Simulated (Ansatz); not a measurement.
Stepwise reaction of `[CH3][Nb](=[NH])([NH2])[NH2]` with hydrogen fluoride, as a gas-phase model of exchange steps in deposition or etching. ΔE in kJ/mol; ΔG adds harmonic PBE0-D4 terms to CCSD(T)/CBS, at 1 bar.

Gas-phase electronic energies from Ansatz, PBE0-D4/def2-TZVP geometries. CBS: MP2 limit from def2 TZ/QZ plus the TZ coupled-cluster correction, frozen cores. This one scheme is used for every species. Functionals use def2-TZVPP. B3LYP here is the variant with VWN-RPA as its local correlation; programs differ in this. Elements past krypton have def2 core potentials. For Nb outer-core shells are correlated without core-valence functions, which leaves a few kJ/mol of doubt a bond. One conformer a species, not always the lowest.

```tsv
step	reaction	PBE-D4	B3LYP-D4	ωB97M-V	CCSD(T)/CBS	ΔG(400 K)
2	`[CH3][Nb](=[NH])([NH2])[F]` + H–F → `[CH3][Nb](=[NH])([F])[F]` + NH₃	-84.1	-84.7	-85.8	-72.7	-72.1
```

Problem. Give the row of step 1, `[CH3][Nb](=[NH])([NH2])[NH2]` + H–F → `[CH3][Nb](=[NH])([NH2])[F]` + NH₃. (Best estimate.)

Solution. The calculation gave: 
```tsv
step	reaction	PBE-D4	B3LYP-D4	ωB97M-V	CCSD(T)/CBS	ΔG(400 K)
1	`[CH3][Nb](=[NH])([NH2])[NH2]` + H–F → `[CH3][Nb](=[NH])([NH2])[F]` + NH₃	-101.1	-102.0	-101.8	-90.3	-86.1
```

Problem. By hand: ΔE of the 2 steps together at CCSD(T)/CBS.

Solution. (-90.3) + (-72.7) = -163.0 kJ/mol, or -81.5 kJ/mol a step.

In ΔE each step is higher than the one before. All are downhill at CCSD(T)/CBS. ΔG lies between -86.1 and -72.1 kJ/mol a step. PBE-D4 differs from CCSD(T)/CBS by -11.4 to -10.8 kJ/mol a step. Only this route is followed, and other bonds may react first. Isolated molecules leave out the surface, adducts and barriers. Largest T1 diagnostic: 0.020.
